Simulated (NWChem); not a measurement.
Molecule: CH3ISe; SMILES [Se](C)I

Results from NWChem. Structure relaxed at the PBE0/def2-SVP level. Not confirmed as a minimum by frequencies. def2 effective core potentials on I; no spin-orbit coupling. Ions are spin-unrestricted doublets at the neutral geometry; other ion states weren't tried.

### Question
Estimate the computed values for PBE/def2-SVP. Quantities: vertical ionisation energy, ΔSCF (eV); −ε(HOMO) (eV).

### Answer
- vertical ionisation energy, ΔSCF (eV): 8.20
- −ε(HOMO) (eV): 5.12
